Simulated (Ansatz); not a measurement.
Two isomers of CH5FGeOSi: A = `F[Si]1([GeH3])CO1`, B = `F[CH2][GeH]1[O][SiH2]1`.

Computed with Ansatz on PBE0-D4/def2-TZVP structures; ΔE is electronic, products minus reactants. CBS: MP2 limit from def2 TZ/QZ plus the TZ coupled-cluster correction, frozen cores. Functionals use def2-TZVPP. B3LYP here is the variant with VWN-RPA as its local correlation; programs differ in this. For Ge outer-core shells are correlated without core-valence functions, which leaves a few kJ/mol of doubt a bond. Scalar relativity is left out up to krypton. One conformer a species, not always the lowest.

(1) Which is lower in electronic energy at CCSD(T)/CBS, and by how much? (Best estimate.)

(2) Give E(B) − E(A) in kcal/mol with ωB97M-V, B3LYP, CCSD(T)/def2-TZVPP, MP2/def2-TZVPP, HF/def2-TZVPP, PBE-D4, B3LYP-D4. (Best estimate.)

Largest T1 diagnostic: 0.014.

Answers

(1) Ansatz gave: A, by 33.6 kcal/mol.

(2) Ansatz gave: ωB97M-V 34.0, B3LYP 32.7, CCSD(T)/def2-TZVPP 33.5, MP2/def2-TZVPP 34.0, HF/def2-TZVPP 34.9, PBE-D4 31.8, B3LYP-D4 32.9. None reverses the order clearly.

From PBE to PBE0 (25 % exact exchange), in def2-TZVPP and without D4, E(B) − E(A) moves by +1.6 kcal/mol. In def2-TZVPP, CCSD(T) changes the Hartree–Fock value by −1.4 kcal/mol (the triples alone add −0.7 kcal/mol) and MP2 by −0.9 kcal/mol.
